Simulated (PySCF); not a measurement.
# Steps of a relaxation of Ce(S2)2

Ce(S2)2 (singlet). PySCF 2.14.0, RKS r2SCAN, Ce lcecp-2-SVP with ECP46, S def2-SVP; non-relativistic Hamiltonian with scalar-relativistic core potentials where named; density fitting; no spin-orbit coupling. Origin of the start: template. Columns: position (Å) and force (eV/Å). Energies are counted from the last step; some of the 4 steps are shown. Forces carry noise of the integration grid, about 0.01 to 0.03 eV/Å.

Run from Python with OMP_NUM_THREADS=2. Where DIIS fails, smearing, a level shift and second-order steps follow.
It took 20 s on 2 threads of Arm Neoverse V1 (shared host), from the converged density of the start.

```xyz
5
step 0  E = 0.178 eV
Ce    0.0000    0.0000    0.0000     0.00    0.00    0.00
S     0.7319    0.7319    2.4581     0.37    0.37   -0.70
S    -0.7319   -0.7319    2.4581    -0.37   -0.37   -0.70
S     0.7319   -0.7319   -2.4581     0.37   -0.37    0.70
S    -0.7319    0.7319   -2.4581    -0.37    0.37    0.70
```

```xyz
5
step 1  E = 0.051 eV
Ce    0.0000    0.0000    0.0000     0.00    0.00    0.00
S     0.7445    0.7445    2.4121     0.11    0.11   -0.42
S    -0.7445   -0.7445    2.4121    -0.11   -0.11   -0.42
S     0.7445   -0.7445   -2.4121     0.11   -0.11    0.42
S    -0.7445    0.7445   -2.4121    -0.11    0.11    0.42
```

```xyz
5
step 2  E = 0.000 eV
Ce    0.0000    0.0000    0.0000     0.00    0.00    0.00
S     0.7547    0.7547    2.3574     0.01    0.01    0.01
S    -0.7547   -0.7547    2.3574    -0.01   -0.01    0.01
S     0.7547   -0.7547   -2.3574     0.01   -0.01   -0.01
S    -0.7547    0.7547   -2.3574    -0.01    0.01   -0.01
```

**Question.** Where does the relaxation end?

**Answer.** It converges at step 3 in D2d:
```xyz
5
step 3  E = 0
Ce    0.0000    0.0000    0.0000
S     0.7548    0.7548    2.3581
S    -0.7548   -0.7548    2.3581
S     0.7548   -0.7548   -2.3581
S    -0.7548    0.7548   -2.3581
```

**Question.** How did the contacts change?

**Answer.** 
```
    contact  start (Å)  end (Å)
Ce1–S2 (S2)      2.667    2.589
Ce1–S4 (S2)      2.667    2.589
```


No frequency check is given that shows the relaxed geometry to be a minimum.
